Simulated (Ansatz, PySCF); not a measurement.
C$_{2}$H$_{8}$AsGa (SMILES [CH3][Ga]([CH3])[AsH2]), singlet, at a GFN2-xTB geometry (such geometries of metal compounds can be far from the true shape), with bond 7-6 at 1.8 times its length. Base run: PySCF with CASSCF(4,4)/STO-3G.

The PySCF input:
```python
from pyscf import gto, scf, mcscf
import numpy

mol = gto.Mole()
mol.atom = '''
    Ga    0.40985053   -0.56889452    0.35163441
    C     2.16743024   -1.27022054   -0.45993239
    H     2.05209564   -2.29861108   -0.81939084
    H     2.97704479   -1.27822050    0.27675967
    H     2.49241958   -0.65662151   -1.30777085
    C    -0.31040329   -1.51343412    2.03366686
    H    -0.84429195   -3.36778228    1.62733497
    H    -1.18723832   -0.99792520    2.44143014
    H     0.44579178   -1.56423809    2.82332340
    As   -0.82756423    1.29205398   -0.69988220
    H    -2.07932103    0.47900889   -0.46091231
    H    -0.63169256    0.56011210   -2.00832715
'''
mol.basis = 'sto-3g'
mol.verbose = 4
mol.build()

mf = scf.RHF(mol)
mf.kernel()
mc = mcscf.CASSCF(mf, 4, 4)
mc.fix_spin_(ss=0.0)
mc.kernel()
occ = numpy.linalg.eigvalsh(mc.fcisolver.make_rdm1(mc.ci, mc.ncas, mc.nelecas))[::-1]
ss = mc.fcisolver.spin_square(mc.ci, mc.ncas, mc.nelecas)[0]
print('natural occupations', occ.round(4), ' <S^2>', round(ss, 4))
```

Programs used: Ansatz (a first-principles code), PySCF; a row that names a program was run with it.

The base run was repeated with changes; each row names its change, and settings that it needs were set with it.

```tsv
change	ΔE vs base (mEh)	natural occupations	<S^2> of the state
base	0.000	1.72 1.01 0.99 0.28	0.00
correction = SC-NEVPT2	-165.3	1.72 1.01 0.99 0.28	0.00
active space = 6 electrons, 7 orbitals	-12.687	1.97 1.72 1.01 0.99 0.28 0.03 0.00	0.00
state_average = 2 states	1.305	-	-
solver = newton	0.000	1.72 1.01 0.99 0.28	0.00
start = MP2 natural orbitals	94.844	1.97 1.73 0.27 0.03	0.00
active space = 4 electrons, 3 orbitals	113.5	2.00 1.72 0.28	0.00
code = ansatz	0.019	-	-
orbitals = fixed (CASCI); correction = SC-NEVPT2	-38.754	2.00 1.99 0.01 0.00	0.00
fix_spin_ = off	0.000	1.72 1.01 0.99 0.28	0.00
active space = 8 electrons, 8 orbitals	-30.974	1.97 1.97 1.71 1.01 0.99 0.29 0.04 0.03	0.00
```

Active orbitals are taken around the Fermi level unless the row says otherwise; CASSCF can end in different local minima, and two programs can end on different orbitals. State-averaged rows give the lowest state.
